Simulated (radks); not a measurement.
Question: Spherical quantum dot in the effective-mass picture: electrons in a well V = -V0 / (1 + exp((r - R)/a)) with V0 = 5.88, R = 8.92, a = 0.46, with a point charge +1 (a donor) at the centre, all in effective atomic units (hartree* = m*/eps^2 hartree, bohr* = eps/m* bohr), one dielectric constant everywhere. Method: non-relativistic Kohn-Sham, LDA (Slater exchange, Perdew-Wang correlation), spin-polarised, spherical densities; computed with a radial shooting solver with Libxc functionals. Levels are named by radial order and angular momentum (1s, 1p, 1d, 2s, ...), and open shells are averaged over m. Results are scaled to m* = 0.102 and eps = 17.9, for which hartree* = 8.663 meV and bohr* = 9.287 nm. At N = 8 the configuration is 1s2 1p6. Does electron 9 go into 1d up or 2s up?

Answer: Into 2s up. The total energies of the other choices lie higher by 0.487 meV (1d up).
